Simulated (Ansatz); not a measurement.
A structure relaxed at r2SCAN-D4/def2-SVP in Ansatz, charge 0, singlet:

```xyz
34

C     4.953   -2.744    2.445
C     4.007   -1.824    2.663
C     2.911   -1.462    1.709
C     2.984    0.003    1.255
C     1.918    0.398    0.232
C     0.481    0.334    0.744
C    -0.544    0.820   -0.278
C    -1.983    0.757    0.232
C    -3.027    1.314   -0.737
C    -3.158    0.537   -2.045
C    -4.270    1.061   -2.943
O    -4.339    0.394   -4.184
H     5.735   -2.950    3.182
H     4.977   -3.326    1.516
H     4.027   -1.255    3.604
H     2.948   -2.127    0.826
H     1.935   -1.641    2.198
H     3.985    0.187    0.827
H     2.907    0.662    2.140
H     2.015   -0.245   -0.664
H     2.125    1.427   -0.115
H     0.395    0.940    1.667
H     0.227   -0.701    1.039
H    -0.306    1.861   -0.571
H    -0.443    0.218   -1.200
H    -2.236   -0.291    0.481
H    -2.046    1.315    1.185
H    -4.011    1.331   -0.232
H    -2.787    2.370   -0.963
H    -2.217    0.565   -2.621
H    -3.349   -0.531   -1.817
H    -5.239    1.023   -2.398
H    -4.087    2.123   -3.181
H    -4.490   -0.542   -3.997
```

Question: Give its formula, name or SMILES.

Answer: `C=CCCCCCCCCCO`.

Question: Summarise the bond lengths by kind (pairs closer than 1.2 times the sum of covalent radii, bridged metal pairs left out).

Answer: 10 × C–C 1.34 to 1.54 Å; 1 × C–O 1.41 Å; 21 × C–H 1.09 to 1.11 Å; 1 × H–O 0.97 Å.
